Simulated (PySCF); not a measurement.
C9H9N3, SMILES Cn1cccc1-c1ncccn1. Atoms are numbered in the order given.

```xyz
21

C     -2.0991    -1.5138     0.0000
N     -0.6640    -1.7455     0.0000
C     -0.1049    -2.9928     0.0000
C      1.2794    -2.8760     0.0000
C      1.5708    -1.4960     0.0000
C      0.3573    -0.8026     0.0000
C      0.1815     0.6408     0.0000
N     -1.0624     1.1582     0.0000
C     -1.1744     2.4850     0.0000
C     -0.0666     3.3311     0.0000
C      1.1819     2.6968     0.0000
N      1.3142     1.3781     0.0000
H     -2.6006    -2.4912     0.0000
H     -2.4071    -0.9412    -0.8843
H     -2.4071    -0.9412     0.8843
H     -0.7375    -3.8782     0.0000
H      1.9889    -3.7005     0.0000
H      2.5434    -1.0120     0.0000
H     -2.1932     2.8915     0.0000
H     -0.1653     4.4174     0.0000
H      2.1084     3.2846     0.0000
```

Geometry optimised at B3LYP-D3(BJ)/def2-SVP. The structure was generated by enumeration, and PubChem lists no compound with its InChIKey, so it may never have been made. One conformer was computed; it need not be the lowest.

All values below come from CAM-B3LYP/def2-SVP (PySCF).

Symmetry labels are those of the subgroup Cs that the program uses (full group Cs).

### Question
List the valence orbital energies around the gap with their symmetry. (The exact figures need the calculation; the answer reports its results.)

### Answer

```tsv
orbital	symmetry	energy (eV)
HOMO−7	A"	-11.94
HOMO−6	A'	-11.87
HOMO−5	A"	-10.31
HOMO−4	A'	-10.02
HOMO−3	A"	-9.69
HOMO−2	A'	-8.44
HOMO−1	A"	-8.01
HOMO	A"	-6.97
LUMO	A"	-0.01
LUMO+1	A"	0.24
LUMO+2	A"	2.77
LUMO+3	A'	2.99
```
